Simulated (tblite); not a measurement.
C6H9GaO2.
Atom-mapped SMILES: `[CH:1]#[C:2][GaH:3][O:4][CH2:5]/[CH:6]=[CH:7]\[O:8][CH3:9]` (hydrogens: H10 on C1; H11 on Ga3; H12, H13 on C5; H14 on C6; H15 on C7; H16, H17, H18 on C9)

Computed with GFN2-xTB (tblite), gas phase: L-BFGS steps from a force-field or distance-geometry start until the largest atomic force falls under 0.01 eV/Å.

Step 158: E = -725.5907 eV
```
atom  x, y, z in Å  |  force x, y, z in eV/Å
C1      4.0576    0.2661   -1.6631    0.023  -0.018  -0.044
C2      3.6921    0.5892   -0.5599   -0.031   0.025   0.070
Ga3     2.9767    1.0265    1.2151   -0.010  -0.007   0.003
O4      1.3729    0.7300    1.7370    0.007   0.016   0.005
C5      0.0293    0.3985    1.4772    0.001   0.002  -0.008
C6     -0.3202    0.4886    0.0196   -0.001   0.001   0.012
C7     -1.3714   -0.1047   -0.5314    0.004   0.017   0.003
O8     -2.2403   -0.8687    0.1885    0.000  -0.005   0.006
C9     -3.3607   -1.3411   -0.5209    0.002   0.018   0.012
H10     4.4069   -0.0047   -2.6202    0.013  -0.004  -0.047
H11     3.7509    1.6827    2.3570   -0.005  -0.016   0.010
H12    -0.6019    1.0938    2.0505   -0.010   0.002  -0.005
H13    -0.1758   -0.6166    1.8389   -0.005  -0.003   0.003
H14     0.3471    1.0863   -0.5865   -0.011  -0.015  -0.016
H15    -1.5898   -0.0042   -1.5888    0.010   0.004   0.000
H16    -3.9253   -1.9615    0.1729    0.009   0.002  -0.003
H17    -3.9920   -0.5113   -0.8593    0.000  -0.021  -0.006
H18    -3.0649   -1.9424   -1.3874    0.004   0.001   0.004
```

Step 159: E = -725.5909 eV
```
atom  x, y, z in Å  |  force x, y, z in eV/Å
C1      4.0467    0.2695   -1.6650    0.015  -0.011  -0.016
C2      3.6891    0.5897   -0.5580   -0.018   0.013   0.028
Ga3     2.9775    1.0243    1.2187   -0.010  -0.004   0.005
O4      1.3731    0.7299    1.7403    0.005   0.015   0.003
C5      0.0298    0.3989    1.4780    0.003   0.000  -0.003
C6     -0.3168    0.4873    0.0197   -0.001  -0.001   0.007
C7     -1.3682   -0.1053   -0.5318   -0.001   0.008   0.004
O8     -2.2396   -0.8663    0.1887   -0.004   0.003  -0.001
C9     -3.3584   -1.3401   -0.5221   -0.005   0.008   0.008
H10     4.3904    0.0004   -2.6249    0.010  -0.001  -0.036
H11     3.7529    1.6791    2.3605   -0.005  -0.017   0.011
H12    -0.6021    1.0948    2.0493   -0.012   0.005  -0.003
H13    -0.1764   -0.6157    1.8405   -0.005  -0.004   0.003
H14     0.3529    1.0820   -0.5864   -0.009  -0.012  -0.016
H15    -1.5849   -0.0074   -1.5901    0.012   0.006   0.006
H16    -3.9311   -1.9495    0.1755    0.017   0.009  -0.011
H17    -3.9835   -0.5109   -0.8742    0.013  -0.035  -0.003
H18    -3.0600   -1.9543   -1.3795   -0.004   0.016   0.016
```

Step 160: E = -725.5912 eV
```
atom  x, y, z in Å  |  force x, y, z in eV/Å
C1      4.0300    0.2755   -1.6690    0.003  -0.003   0.021
C2      3.6838    0.5894   -0.5559   -0.001  -0.003  -0.032
Ga3     2.9781    1.0193    1.2239   -0.009   0.002   0.010
O4      1.3730    0.7297    1.7465    0.003   0.013   0.001
C5      0.0303    0.3997    1.4799    0.003  -0.001   0.005
C6     -0.3116    0.4850    0.0205   -0.002  -0.008   0.003
C7     -1.3632   -0.1062   -0.5318   -0.008  -0.009   0.005
O8     -2.2387   -0.8620    0.1902   -0.011   0.022  -0.016
C9     -3.3542   -1.3386   -0.5241   -0.015  -0.004   0.001
H10     4.3648    0.0104   -2.6336    0.005   0.005  -0.018
H11     3.7557    1.6722    2.3654   -0.005  -0.019   0.010
H12    -0.6030    1.0975    2.0473   -0.011   0.007  -0.002
H13    -0.1788   -0.6137    1.8445   -0.004   0.000  -0.001
H14     0.3617    1.0746   -0.5865   -0.003  -0.005  -0.015
H15    -1.5766   -0.0129   -1.5913    0.013   0.008   0.016
H16    -3.9411   -1.9292    0.1787    0.026   0.016  -0.018
H17    -3.9686   -0.5109   -0.9003    0.033  -0.052   0.007
H18    -3.0503   -1.9734   -1.3652   -0.017   0.030   0.024
```

Task: Estimate the geometry and energy of step 161. (The exact step hangs on the optimiser's Hessian estimate; all steps are aligned on step 160, rigid shifts and turns removed.)

Result: E = -725.5914 eV, largest force 0.042 eV/Å
```
atom  x, y, z in Å  |  force x, y, z in eV/Å
C1      4.0257    0.2771   -1.6707    0.005  -0.003   0.016
C2      3.6818    0.5883   -0.5562   -0.002  -0.003  -0.033
Ga3     2.9776    1.0167    1.2247   -0.007   0.005   0.010
O4      1.3722    0.7310    1.7488    0.003   0.009   0.000
C5      0.0300    0.4003    1.4806    0.002   0.000   0.011
C6     -0.3104    0.4850    0.0212    0.001  -0.008  -0.010
C7     -1.3620   -0.1056   -0.5314   -0.007  -0.017   0.006
O8     -2.2382   -0.8602    0.1910   -0.011   0.032  -0.014
C9     -3.3523   -1.3379   -0.5242   -0.005  -0.019  -0.006
H10     4.3587    0.0141   -2.6368    0.003   0.006  -0.010
H11     3.7553    1.6684    2.3668   -0.003  -0.019   0.010
H12    -0.6043    1.0980    2.0470   -0.012   0.010   0.001
H13    -0.1795   -0.6130    1.8454   -0.002   0.001  -0.001
H14     0.3638    1.0723   -0.5869   -0.001  -0.002  -0.010
H15    -1.5740   -0.0140   -1.5914    0.010   0.009   0.017
H16    -3.9434   -1.9224    0.1792    0.016   0.006  -0.003
H17    -3.9631   -0.5123   -0.9086    0.025  -0.034   0.002
H18    -3.0466   -1.9793   -1.3594   -0.016   0.026   0.015
```

The energy changes by -0.0002 eV. The first-order estimate −F·Δx gives -0.0003 eV and the mean of the old and new forces, exact on a quadratic surface, -0.0002 eV. The step makes an angle of 82° with the force vector and moves no atom by more than 0.010 Å.

The cost below is that of the whole relaxation. Time: 3.2 s wall. Hardware: an Arm Neoverse N1 with one thread, shared host.
